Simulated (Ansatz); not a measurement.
H2PbS (SMILES [SH][PbH]) moved off its minimum; all values from Ansatz (a program for electronic structure), cores frozen in correlated methods. Elements past Kr take the def2 small-core potentials, without spin–orbit coupling.
(charge 0, multiplicity 1)
```xyz
4

Pb    -0.01644    -0.35836     0.24399
H      0.95091    -1.32501    -0.92732
S      0.14549     1.64385    -1.29879
H     -0.51487     2.50591    -0.52404
```

Forces at PBE/def2-TZVPP (eV/Å):

```
atom      Fx      Fy      Fz
----  ------  ------  ------
Pb1   -0.390   0.375   0.518
H2     0.343  -0.317  -0.467
S3     0.334  -0.313  -0.410
H4    -0.287   0.255   0.359
```

Question: Give the forces (eV/Å), the total energy and the dipole at CCSD(T)/def2-TZVPPD.

Answer: 
```
atom      Fx      Fy      Fz
----  ------  ------  ------
Pb1   -0.373   0.355   0.498
H2     0.330  -0.315  -0.443
S3     0.161  -0.075  -0.216
H4    -0.118   0.035   0.161
```
Energy -590.8653 hartree, dipole 2.77 D.
